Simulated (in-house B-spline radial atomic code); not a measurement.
Values are calculated unless marked as measured or tabulated.
# Making a Troullier-Martins d channel for Tc, r_c = 1.76 bohr

Tc, [Kr] 4d5 5s2, non-relativistic PBE, spherical and spin-unpolarised, from a B-spline radial code for spherical atoms (atomic units). The all-electron 4d level is ε = -0.264768 hartree, its outermost node lies just inside 0.51 bohr and its outer maximum at 1.26 bohr.

Inside r_c the pseudo-orbital is u(r) = r^3 exp(p(r)), with p = c0 + c2 r² + c4 r⁴ + … + c12 r¹². The seven coefficients follow from p and its first four derivatives at r_c, from zero curvature of the screened potential at the origin, c4 = −c2²/(2l + 5), and from the norm inside r_c. At r_c the all-electron orbital has P = 0.6967922, P' = -0.3543465, the screened potential V = -1.340701, V' = 1.952939, V'' = -3.981515, and the norm inside is Q = 0.6185862.

Task: What are p, p' and p'' at r_c?

Result: p = ln(P/r_c^3) = ln(0.6967922/5.45178) = -2.05721. p' = P'/P − 3/r_c = -0.50854 − 1.70455 = -2.21309. The radial equation gives p'' = 2(V − ε) − 2(3) p'/r_c − p'² = -2.15187 − (-7.54461) − 4.89775 = 0.49500. Differentiating, p''' = 2V' + 2(3)p'/r_c² − 2(3)p''/r_c − 2p'p'' = 0.12262, and p'''' = 2V'' − 4(3)p'/r_c³ + 4(3)p''/r_c² − 2(3)p'''/r_c − 2p''² − 2p'p''' = -1.5395.

For a trial c2 the five matching conditions are linear in c0, c6, c8, c10 and c12, and c2 is varied until the norm inside r_c equals Q. The root nearest zero gives:

```
 n            c_n
 0      0.9505944
 2      -1.217198
 4     -0.1646189
 6      0.2146789
 8    -0.07235816
10     0.01140436
12  -0.0007121725
```

Task: Check c4 and p(r_c), and find the screened pseudopotential at the origin.

Result: −c2²/9 = -0.164619, as listed. The terms c_n r_c^n are 0.95059, -3.77039, -1.57954, 6.38066, -6.66176, 3.25235, -0.62913, which sum to -2.05721. Inverting the radial equation, V_l(r) = ε + 3 p'/r + (p'' + p'²)/2, so V_l(0) = ε + (2l + 3) c2 = -0.264768 + 7 × (-1.2172) = -8.7852 hartree, finite where the all-electron potential diverges.

Orbitals and screened potentials:

| r (bohr) | P | u | V all-electron | V pseudo |
| --- | --- | --- | --- | --- |
| 0.176 | -0.3261 | 0.01358 | -130.0 | -8.777 |
| 0.44 | -0.1378 | 0.1733 | -27.83 | -8.506 |
| 0.704 | 0.4111 | 0.4848 | -11.08 | -7.363 |
| 0.968 | 0.7257 | 0.7383 | -5.747 | -5.319 |
| 1.232 | 0.8144 | 0.8184 | -3.29 | -3.266 |
| 1.496 | 0.7803 | 0.7806 | -2.031 | -1.994 |
| 1.76 | 0.6968 | 0.6968 | -1.341 | -1.341 |

Logarithmic derivatives P'/P at R = 2.06 bohr, for energies E around ε:

```tsv
E − ε (hartree)	all-electron	pseudo
-0.5	0.639099	0.639464
-0.25	0.172258	0.17244
-0.1	-0.236025	-0.235968
0	-0.607968	-0.607953
0.1	-1.11904	-1.11893
0.25	-2.43375	-2.43226
0.5	-17.1488	-16.997
```

Task: With P(R) = 0.5882488 and a norm of 0.7427523 inside R, what slope in energy does norm conservation fix?

Result: d(P'/P)/dE = −2 × (norm inside R)/P(R)² = -4.2929 per hartree·bohr at E = ε, for both atoms, since orbital and norm agree at R. Differences over ±0.1 hartree give -4.4151 (all-electron) and -4.4148 (pseudo), which also hold third-order terms. Half a hartree below ε the two curves differ by +0.0004.
